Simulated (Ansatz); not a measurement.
Reactions of Ge₃H₁₄Si₃ (`[GeH3][SiH2][SiH2][SiH2][GeH2][GeH3]`).

Gas-phase electronic energies from Ansatz, PBE0-D4/def2-TZVP geometries. CCSD(T)/CBS adds triple-zeta CCSD(T) − MP2 to the extrapolated MP2 energy (def2 sets, frozen cores). This one scheme is used for every species. Functionals use def2-TZVPP. For Br, Ge outer-core shells are correlated without core-valence functions, which leaves a few kJ/mol of doubt a bond. Scalar relativity is left out up to krypton. Each species was taken in one conformer, which may not be the lowest.

| reaction | HF/CBS(def2) (eV) | PBE0-D4 (eV) | MP2/CBS(def2) (eV) | CCSD(T)/CBS(def2) (eV) |
| --- | --- | --- | --- | --- |
| `[GeH3][SiH2][SiH2][SiH2][GeH2][GeH3]` + HBr → `[GeH3][Br]` + `[GeH3][SiH2][SiH2][SiH2][GeH3]` | -0.76 | -0.37 | -0.39 | -0.37 |
| `[GeH3][SiH2][SiH2][SiH2][GeH2][GeH3]` + `BS` → `B[S][GeH3]` + `[GeH3][SiH2][SiH2][SiH2][GeH3]` | -0.19 | 0.03 | 0.00 | 0.02 |
| `[GeH3][SiH2][SiH2][SiH2][GeH2][GeH3]` + CH₃SH → `C[S][GeH3]` + `[GeH3][SiH2][SiH2][SiH2][GeH3]` | -0.21 | -0.01 | -0.04 | -0.02 |
| `[GeH3][SiH2][SiH2][SiH2][GeH2][GeH3]` + `OPO` → `O[P](O)[GeH3]` + `[GeH3][SiH2][SiH2][SiH2][GeH3]` | 0.35 | 0.36 | 0.44 | 0.41 |
| `[GeH3][SiH2][SiH2][SiH2][GeH2][GeH3]` + `CCN[SiH2]Cl` → `CC[N]([GeH3])[SiH2]Cl` + `[GeH3][SiH2][SiH2][SiH2][GeH3]` | 0.24 | 0.44 | 0.30 | 0.32 |
| `[GeH3][SiH2][SiH2][SiH2][GeH2][GeH3]` + `OB(O)O` → `OB(O)[O][GeH3]` + `[GeH3][SiH2][SiH2][SiH2][GeH3]` | -0.20 | 0.24 | 0.17 | 0.15 |

Largest T1 diagnostic: 0.015, for `BS`.
